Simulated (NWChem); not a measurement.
TiOCl, doublet; SMILES [Ti]([Cl])=[O]

In the optimisation the excess spin sits in a" (Cs, its own frame). This spin state was assumed; another may lie lower.

Problem. Give the equilibrium geometry at B3LYP/6-31G* (spherical d), spin-unrestricted (NWChem) as an XYZ file, with the point group.

Solution. point group Cs; any orientation.
```
3

Ti     0.2625     0.5726     0.0000
Cl    -0.0922    -1.7254     0.0000
O     -0.6962     1.8645     0.0000
```
